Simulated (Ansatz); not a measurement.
Born–Oppenheimer molecular dynamics of Cl3H4HfNS (10 atoms, charge 0, multiplicity 1). It starts at the highest image of a converged band, a first-order saddle point between two minima.

The calculation used Ansatz, RKS PBE/def2-SVP.

| Item | Value |
| --- | --- |
| ensemble | NVE (velocity Verlet) |
| time step | 0.5 fs |
| steps asked | 200 |
| starting velocities drawn for | 100 K |
| seed | 9451 |

First frame:

```xyz
10
Properties=species:S:1:pos:R:3
Hf 0.192 -0.241 0.067
N 0.095 -0.126 2.200
H -0.804 -0.236 2.691
H 0.624 0.609 2.693
Cl 2.298 0.345 -0.813
Cl -0.985 1.770 -0.361
Cl -1.295 -1.765 -0.966
S 1.533 -2.491 1.223
H 0.436 -3.297 1.279
H 0.870 -1.412 2.113
```

(1) What does the run give?

(2) What happens to the structure?

(3) How do temperature and energy run in time?

Results:

(1) All steps were run.

* steps done: 200
* time covered: 100 fs
* mean temperature over the second half: 547 K
* spread of the potential energy over the second half: 7.3 meV per atom
* mean potential energy of the second half above the start: -46.2 meV per atom

The conserved energy stayed within 0.16 meV per atom of its start (net change -0.1 meV per atom), so the integration is sound. The kinetic energy rose, since the run started high on the potential surface and went downhill. A run of 0.1 ps of so small a system gives no equilibrium averages. The orbitals stay closed-shell, which can raise the energy where a bond breaks towards radicals; this wasn't checked here.

(2) Between its relaxed ends the band would form N2–H10 and break S8–H10. These pairs go: N2–H10 1.50 → 1.00 Å, S8–H10 1.55 → 3.20 Å. In the last frame they stand as after the step (other bonds may differ from the relaxed reactants and products). Also parted: Hf1–H10 2.45 → 2.96 Å. It ends as one piece, Cl3H4HfNS. Pairs count as bonded within 1.25 times the sum of covalent radii (0.12 Å more for H–H). This is one draw of velocities; another would differ in detail.

(3) 
| time (fs) | T (K) | potential energy less start (eV) | conserved less start (meV/atom) |
| --- | --- | --- | --- |
| 0 | 100 | 0.000 | 0.00 |
| 8 | 84 | 0.017 | 0.02 |
| 16 | 196 | -0.100 | -0.04 |
| 24 | 235 | -0.140 | 0.03 |
| 32 | 324 | -0.233 | -0.11 |
| 40 | 317 | -0.224 | 0.02 |
| 48 | 477 | -0.390 | -0.07 |
| 56 | 506 | -0.420 | 0.02 |
| 64 | 636 | -0.555 | -0.13 |
| 72 | 592 | -0.508 | 0.08 |
| 80 | 600 | -0.519 | -0.16 |
| 88 | 490 | -0.403 | -0.01 |
| 96 | 485 | -0.398 | 0.00 |

Time of the run: 6.1 min on 4 threads of Arm Neoverse V2, on a shared host, peak memory 0.23 GiB.
